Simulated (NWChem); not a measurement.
# BCl cation, doublet

Computed with NWChem. Spin-unrestricted. No stability test was run on the SCF state. The level has its own optimisation; frequencies are unscaled.

**Question.** What does the run give for UHF/pcseg-1? Quantities: r B–Cl (Å); highest harmonic frequency (cm⁻¹); zero-point energy (kcal/mol).

**Answer.** r B–Cl (Å): 1.597
highest harmonic frequency (cm⁻¹): 1189
zero-point energy (kcal/mol): 1.7
